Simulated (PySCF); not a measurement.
C₅H₈O, SMILES CC=C1COC1.

Geometry: PBE0-D3(BJ)/def2-SVP.

These are PBE/def2-TZVP in PySCF values and carry that method's errors.

The molecule is in vacuum.

Computed frontier levels, gap, dipole moment and polarisability:
| Item | Result |
|---|---|
| highest occupied level | -5.44 eV |
| lowest empty level | -0.78 eV |
| orbital gap | 4.66 eV |
| dipole moment | 0.386 e·Å |
| quadrupole, principal values (traceless, Buckingham form, about the centre of nuclear charge) | -5.03, -0.09, 5.12 D·Å |
| mean static polarisability | 65.3 bohr³ (9.67 Å³) |
| polarisability, principal values | 49.0, 64.2, 82.6 bohr³ |
